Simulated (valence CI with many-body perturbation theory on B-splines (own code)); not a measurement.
# Level structure of Ru XII

Computed by valence CI with perturbative core correlation (CI+MBPT): five valence electrons over a frozen Dirac-Fock core [Ar] 3d10, a basis of 11 s, 11 p, 10 d, 8 f, 5 g, 2 h functions for each j, with the one-electron correlation potential Σ1, the two-electron term Σ2, the three-electron term Σ3, Breit, model QED; selected CI, second order for the rest, scaled by the run's own slope (own B-spline code, finite nucleus).

No measured levels were compared; by estimate levels hold to about 250 cm⁻¹ or 0.2 % of their energy and the worst to 1 %, as in measured heavy ions of charge 2 to 7; those with d or f electrons hold less well. Among the levels kept, up to 2600 cm⁻¹ of a level comes from second order outside the variational space, and about a tenth of that is noise between levels of different J, which matters for small intervals.

Levels 91 to 135 of 174, with energies above the lowest level, 4s2.4p3 4S°_3/2. "Leading %" is the weight of the configuration and term that name the level; weights of strongly mixed levels are sums over their largest components and can fall short. Lifetimes count E1, E2, E3, M1 and M2 decay at the calculated energies, and are blank where another channel may lead or the interval is too uncertain; long ones can be off by a factor of two.

```
No.  Configuration  Term     J  E (eV)  Leading %  Lifetime     Second component
 91      4s.4p3.4d   2P°   1/2   97.69         39   7.81 ps   35 % 4s.4p3.4d 4D°
 92      4s.4p3.4d   2G°   9/2   97.92         65   81.0 ps   11 % 4s.4p3.4d 4F°
 93      4s.4p3.4d   2F°   5/2   98.01         77   91.5 ps   5 % 4s2.4p.4d2 2F°
 94      4s.4p3.4d   4D°   7/2   98.37         49   25.3 ps   14 % 4s.4p3.4d 2F°
 95      4s.4p3.4d   4D°   5/2   99.03         55   15.7 ps   9 % 4s2.4p2.4f 4D°
 96      4s.4p3.4d   4D°   3/2   99.21         65   8.53 ps  11 % 4s2.4p2.4f 4D°
 97      4s.4p3.4d   4D°   1/2   99.37         60   8.01 ps  10 % 4s2.4p2.4f 4D°
 98      4s.4p3.4d   2F°   7/2  100.16         52   56.9 ps   14 % 4s.4p3.4d 4D°
 99      4s.4p3.4d   2D°   3/2  100.87         69   13.1 ps   10 % 4s.4p3.4d 4D°
100      4s.4p3.4d   2P°   1/2  101.38         64   14.1 ps   18 % 4s.4p3.4d 4D°
101      4s.4p3.4d   2F°   5/2  101.57         42   10.0 ps   12 % 4s.4p3.4d 2D°
102      4s.4p3.4d   2D°   5/2  102.06         41   11.4 ps   17 % 4s.4p3.4d 2F°
103     4s2.4p2.5s    4P   1/2  102.12         69   11.3 ps   16 % 4s2.4p2.5s 2P
104      4s.4p3.4d   2D°   3/2  103.20         46   13.1 ps   13 % 4s.4p3.4d 2P°
105      4s.4p3.4d   2F°   5/2  103.26         51   5.67 ps                     
106      4s.4p3.4d   2F°   7/2  103.88         69   5.39 ps   9 % 4s2.4p.4d2 2F°
107      4s.4p3.4d   2P°   3/2  103.95         60   15.6 ps    9 % 4s.4p3.4d 2D°
108      4s.4p3.4d   2F°   7/2  104.15         51   19.9 ps   12 % 4s.4p3.4d 4D°
109     4s2.4p.4d2   4G°   5/2  104.20         49   66.3 ps  28 % 4s2.4p2.4f 4G°
110      4s.4p3.4d   2S°   1/2  104.95         60   6.94 ps  18 % 4s2.4p.4d2 2S°
111     4s2.4p2.5s    4P   3/2  105.08         90   15.3 ps    6 % 4s2.4p2.5s 2P
112     4s2.4p.4d2   4G°   7/2  105.22         47   83.8 ps  29 % 4s2.4p2.4f 4G°
113      4s.4p3.4d   2P°   3/2  105.22         56   5.49 ps  17 % 4s2.4p.4d2 2P°
114      4s.4p3.4d   2D°   5/2  105.50         63   22.5 ps    6 % 4s.4p3.4d 4D°
115     4s2.4p2.5s    2P   1/2  105.91         76   5.82 ps   20 % 4s2.4p2.5s 4P
116     4s2.4p2.5s    4P   5/2  106.49         65   14.0 ps   32 % 4s2.4p2.5s 2D
117     4s2.4p.4d2   4G°   9/2  106.66         58    212 ps  33 % 4s2.4p2.4f 4G°
118      4s.4p3.4d   2P°   1/2  107.13         52   6.31 ps  12 % 4s2.4p.4d2 2P°
119      4s.4p3.4d   2P°   3/2  107.21         38   6.80 ps   14 % 4s.4p3.4d 2D°
120     4s2.4p2.5s    2P   3/2  107.22         52   6.33 ps   43 % 4s2.4p2.5s 2D
121     4s2.4p2.4f   2D°   5/2  107.40         37   8.04 ps   22 % 4s.4p3.4d 2D°
122     4s2.4p2.4f   2G°   7/2  107.85         20   18.9 ps  14 % 4s2.4p2.4f 4D°
123     4s2.4p.4d2   4G°  11/2  108.19         44    221 ps  37 % 4s2.4p2.4f 4G°
124     4s2.4p.4d2   2H°   9/2  108.26         39    243 ps  27 % 4s2.4p2.4f 2H°
125     4s2.4p.4d2   2F°   5/2  108.36         13   11.9 ps    9 % 4s.4p3.4d 2D°
126      4s.4p3.4d   2P°   1/2  109.04         52   6.34 ps   7 % 4s2.4p.4d2 2P°
127     4s2.4p2.4f   4D°   7/2  109.05         17   29.1 ps  13 % 4s2.4p.4d2 4D°
128     4s2.4p.4d2   4D°   3/2  109.08         21   14.0 ps  11 % 4s2.4p.4d2 2D°
129     4s2.4p2.4f   4F°   5/2  109.87         21   9.67 ps  19 % 4s2.4p2.4f 4G°
130      4s.4p3.4d   2P°   3/2  110.18         23   7.00 ps  21 % 4s2.4p2.4f 2D°
131     4s2.4p.4d2   4D°   1/2  110.30         72   15.4 ps  14 % 4s2.4p2.4f 4D°
132     4s2.4p2.4f   4G°   5/2  110.55         16   10.1 ps  16 % 4s2.4p.4d2 4G°
133     4s2.4p2.4f   2G°   7/2  110.78         18   17.6 ps  14 % 4s2.4p2.4f 4F°
134     4s2.4p2.4f   4F°   3/2  111.08         20   13.4 ps  16 % 4s2.4p2.4f 4D°
135     4s2.4p2.5s    2D   5/2  111.08         64   11.4 ps   32 % 4s2.4p2.5s 4P
```

Names give the largest LS component (configuration and term), which can be under half, so a name can repeat, a term be missing and a line seem to break the LS rules; names also repeat where a configuration has a term twice.

Where two levels of one J and parity lie close, their mixing, g and order are uncertain.
